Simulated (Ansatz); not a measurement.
F2O2W, singlet, geometry from GFN2-xTB (such geometries of metal compounds can be far from the true shape) (core potentials on W).

Ansatz (a program for electronic structure) was given this input:
Ansatz 0.2 input:
```yaml
crystal:
  periodic: [false, false, false]
  atoms:
    - {symbol: W, position_ang: [0.05453469, -0.01229364, 0.01898381]}
    - {symbol: O, position_ang: [1.33021958, -0.36866856, -1.02208045]}
    - {symbol: O, position_ang: [0.47445724, -0.03815580, 1.65029802]}
    - {symbol: F, position_ang: [-0.69399949, 1.60693263, -0.42097719]}
    - {symbol: F, position_ang: [-1.35855398, -1.14422997, -0.29352756]}
basis:
  gaussian:
    orbitals: def2-SV_P_.json
hamiltonian:
  xc: cam_b3lyp
```
The basis file holds def2-SV(P) in the JSON format of the Basis Set Exchange.

Task: What number of basis functions does CAM-B3LYP/def2-SV(P) run with Ansatz give?

Result: 81

Task: What is the computed total energy (CAM-B3LYP/def2-SV(P))?

Result: -416.9496 Eh
